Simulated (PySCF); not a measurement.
C₄H₆Ge, SMILES C#C[C](=C)[GeH3]. Coordinates come from a B3LYP-D3(BJ)/def2-SVP optimisation. This is a generated structure with no PubChem entry under its InChIKey; it may be hypothetical.

Problem. Give the equilibrium geometry at B3LYP-D3(BJ)/def2-SVP (PySCF confirms it by a frequency run) as Cartesian coordinates in Å, and its point group. (Estimate from the structure and the level; the computed values follow.)

Solution. point group Cs.
```xyz
11

C     -1.0587    -2.7017     0.0000
C     -0.2646    -1.7810     0.0000
C      0.5984    -0.6473     0.0000
C      1.9422    -0.7497     0.0000
Ge    -0.2831     1.1153     0.0000
H     -1.7473    -3.5251     0.0000
H      2.4410    -1.7244     0.0000
H      2.5808     0.1379     0.0000
H     -1.1667     1.2520    -1.2550
H     -1.1667     1.2520     1.2550
H      0.8154     2.1974     0.0000
```
Charge 0, spin multiplicity 1.
